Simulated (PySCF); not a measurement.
A small benchmark: bond length Re of diatomics

PBE, CCSD(T), MP2 in PySCF with def2-TZVPPD on every atom, for the lowest determinant that a PBE0 search found; no spin–orbit coupling. Measured values: Huber and Herzberg, Constants of Diatomic Molecules (1979).

```tsv
molecule	measured (Å)	PBE	CCSD(T)	MP2
CuF	1.74493	1.760	1.778	1.751
N2	1.097685	1.103	1.103	1.113
SiS	1.929321	1.951	1.945	1.941
NH	1.03621	1.050	1.039	1.031
AlCl	2.130113	2.165	2.150	2.148
HBr	1.414435	1.432	1.415	1.409
BH	1.2324	1.251	1.234	1.226
NO⁺	1.06322	1.070	1.068	1.081
```

Give the mean signed and mean absolute error of each level in pm, and name the best.

PBE +1.7 and 1.7; CCSD(T) +1.0 and 1.0; MP2 +0.6 and 1.1. The best two lie too close to rank on so few molecules.

Which molecule does CCSD(T) miss most?

CuF, by +3.3 pm.

The molecules are drawn from runs that passed checks on state, spin purity and fit, so the hardest cases are missing and the errors look smaller than over all diatomics.

Correlated steps freeze the inner cores (1 to 10 orbitals); shallow outer-core shells are correlated. The CCSD T1 diagnostic is raised in CuF, SiS, a sign that a single reference may not be enough there. States were picked by a PBE0 search and need not be the measured ground states.
